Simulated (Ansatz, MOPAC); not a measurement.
Species: SiI2Cl (charge 0, doublet). SMILES: Cl[Si](I)I

Atoms: Cl1, Si2, I3, I4. Bonds: Cl1-Si2, Si2-I3, Si2-I4.

Bond lengths (Å) and angles (degrees) optimised at MNDO with MOPAC; HF/6-31G* with LANL2DZ past Ar with Ansatz (a first-principles code); PBE/6-31G* with LANL2DZ past Ar with Ansatz; B3LYP/6-31G* with LANL2DZ past Ar with Ansatz, each started from the B3LYP-D3(BJ)/def2-TZVP structure (Ansatz) of the last column. A row stands for all coordinates that are equal there. 6-31G* holds six Cartesian d functions. No wavenumbers were computed at MNDO, PBE/6-31G* with LANL2DZ past Ar, so these may be saddle points.

```tsv
coordinate	MNDO	HF/6-31G* with LANL2DZ past Ar	PBE/6-31G* with LANL2DZ past Ar	B3LYP/6-31G* with LANL2DZ past Ar	B3LYP-D3(BJ)/def2-TZVP
Cl1-Si2	2.044	2.054	2.087	2.083	2.067
Si2-I3	2.295	2.465	2.502	2.506	2.469
Cl1-Si2-I3	118.0	109.8	109.7	109.6	109.4
I3-Si2-I4	124.0	112.4	112.4	112.6	111.7
```

Mean signed difference of all 3 bond lengths from B3LYP-D3(BJ)/def2-TZVP: MNDO -0.123 Å, HF/6-31G* with LANL2DZ past Ar -0.007 Å, PBE/6-31G* with LANL2DZ past Ar 0.029 Å, B3LYP/6-31G* with LANL2DZ past Ar 0.030 Å.
